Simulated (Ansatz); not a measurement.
Two isomers of C3H11BSi: A = `CB(C)C[SiH3]`, B = `B[SiH](C)CC`.

Isolated molecules relaxed with PBE0-D4/def2-TZVP in Ansatz; ΔE leaves out vibrations. CCSD(T)/CBS adds triple-zeta CCSD(T) − MP2 to the extrapolated MP2 energy (def2 sets, frozen cores). DFT in def2-TZVPP. B3LYP here is the variant with VWN-RPA as its local correlation; programs differ in this. One conformer a species, not always the lowest.

Which is lower in electronic energy at CCSD(T)/CBS, and by how much? (Best estimate.)

Computed: A, by 27.8 kcal/mol.

Give E(B) − E(A) in kcal/mol with B3LYP, B2PLYP, HF/def2-TZVPP, PBE0-D4, r2SCAN-D4, CCSD(T)/def2-TZVPP, ωB97M-V. (An estimate is asked.)

Ansatz gave: B3LYP 28.1, B2PLYP 28.5, HF/def2-TZVPP 26.6, PBE0-D4 28.5, r2SCAN-D4 29.8, CCSD(T)/def2-TZVPP 27.9, ωB97M-V 29.4. None reverses the order clearly.

Largest T1 diagnostic: 0.010.

In def2-TZVPP, CCSD(T) changes the Hartree–Fock value by +1.3 kcal/mol (the triples alone add +0.3 kcal/mol) and MP2 by +2.9 kcal/mol.
